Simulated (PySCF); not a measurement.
**Correlation energy of Cd⁺ (cadmium, charge +1)**

[Kr] 4d10 5s1, 2S determinant. Computed with PySCF 2.14 in ANO-RCC-VTZP (7s6p4d2f1g, 68 functions), with the spin-free X2C one-electron Hamiltonian (Gaussian nucleus). Frozen: [Kr]; 11 electrons correlated.

```json
{"level": "CCSD", "correlation energy (mhartree)": "-304.89"}
{"level": "(T)", "correlation energy (mhartree)": "-9.55"}
{"level": "CCSD(T)", "correlation energy (mhartree)": "-314.44"}
```

Diagnostics: T1 = 0.011, D1 = 0.0432, largest double amplitude 0.016.

Problem. Is a single reference adequate?

Solution. Yes, within this model without spin-orbit coupling: T1 lies below 0.03 and no double amplitude reaches 0.07.
